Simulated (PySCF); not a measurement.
# Atomic charges by several schemes

Compound: C5H12O2Si.
Cartesian coordinates in Å at the GFN2-xTB level; atoms count from 1:
```xyz
20
C5H12O2Si angstrom
C     -2.5114    0.8403   -0.0298
C     -1.3196    0.1517   -0.6871
C     -1.4064   -1.3641   -0.5512
O     -0.1502    0.6462   -0.0755
Si     1.4169    0.5193   -0.4532
C      2.1899   -1.2062   -0.2324
C      2.1618    1.7079    0.8493
O      3.3446    1.9099    0.9608
H     -3.4351    0.5490   -0.5220
H     -2.3976    1.9188   -0.0973
H     -2.5624    0.5633    1.0200
H     -1.2858    0.4143   -1.7539
H     -1.3577   -1.6423    0.4985
H     -2.3417   -1.7236   -0.9712
H     -0.5795   -1.8345   -1.0750
H      1.6986    1.0158   -1.8066
H      1.9426   -1.8776   -1.0514
H      3.2726   -1.1353   -0.1883
H      1.8558   -1.6771    0.6901
H      1.4594    2.2348    1.5314
```

Density: PBE0/pcSseg-1 (PySCF); schemes: Mulliken, IAO, Hirshfeld and ESP-fitted. Geometry: GFN2-xTB, one conformer, isolated molecule.

Task: Tabulate the Mulliken, IAO, Hirshfeld and ESP-fitted charges.

Result: In e; atoms taken as equivalent share a row and are averaged (×n: the atom named and its like, n in all):

```csv
atom,environment,Mulliken,IAO,Hirshfeld,ESP-fitted
C1,methyl carbon,-0.220,-0.424,-0.124,-0.644
C2,sp3 carbon bound to oxygen,-0.024,+0.114,+0.060,+0.723
C3,methyl carbon,-0.250,-0.431,-0.124,-0.651
O4,silyl ether oxygen,-0.636,-0.647,-0.214,-0.626
Si5,oxygen-bound silicon,+0.952,+1.094,+0.419,+0.682
C6,Si-methyl carbon,-0.661,-0.740,-0.214,-0.542
C7,carbonyl carbon,-0.043,-0.007,+0.041,+0.307
O8,carbonyl oxygen,-0.346,-0.368,-0.220,-0.433
H9/H10/H11,methyl hydrogen,+0.114,+0.145,+0.043,+0.162
H12,methine hydrogen,+0.102,+0.118,+0.035,-0.041
H13/H14/H15,methyl hydrogen,+0.118,+0.143,+0.043,+0.164
H16,Si–H hydrogen,-0.108,-0.155,-0.083,-0.157
H17/H18/H19,methyl hydrogen,+0.147,+0.161,+0.045,+0.133
H20,formyl hydrogen,+0.096,+0.097,+0.030,+0.007
```

Mean size of the charges over all atoms: ESP-fitted 0.309 e, IAO 0.277 e, Mulliken 0.229 e, Hirshfeld 0.098 e. Each set sums to the total charge, 0, to within 0.001 e. The IAO scheme counts the electrons in orthogonalised intrinsic atomic orbitals, a minimal basis polarised so that it spans the occupied orbitals exactly.

Some averages cover members that differ in this geometry: H9/H10/H11, ESP-fitted +0.153 to +0.179 e.

Lowest charge. The schemes don't all agree: Mulliken C6 (-0.661); IAO C6 (-0.740); Hirshfeld O8 (-0.220); ESP-fitted C3 (-0.651).

Highest charge. The schemes don't all agree: Mulliken Si5 (+0.952); IAO Si5 (+1.094); Hirshfeld Si5 (+0.419); ESP-fitted C2 (+0.723).

Task: How closely do the schemes follow one another over all atoms?

Result: Correlation coefficient and root-mean-square difference: Mulliken with IAO 0.99, 0.081 e; IAO with Hirshfeld 0.98, 0.250 e; Mulliken with Hirshfeld 0.97, 0.199 e; IAO with ESP-fitted 0.86, 0.202 e; Hirshfeld with ESP-fitted 0.86, 0.280 e; Mulliken with ESP-fitted 0.79, 0.241 e.

Task: How many electrons does the Hirshfeld scheme count on C1?

Result: Z − q = 6 − (-0.124) = 6.124.

Task: Sum the charges by element, for elements with more than one atom.

Result: 
```csv
element,atoms,Mulliken,IAO,Hirshfeld,ESP-fitted
C,5,-1.198,-1.488,-0.361,-0.807
O,2,-0.982,-1.014,-0.434,-1.059
H,12,+1.227,+1.409,+0.376,+1.184
```

These values come from a run that also computed NMR shieldings. On one thread of an Arm Neoverse N1, no GPU, on a shared host, this took 68 s of wall time and 0.92 GiB of memory at its peak.
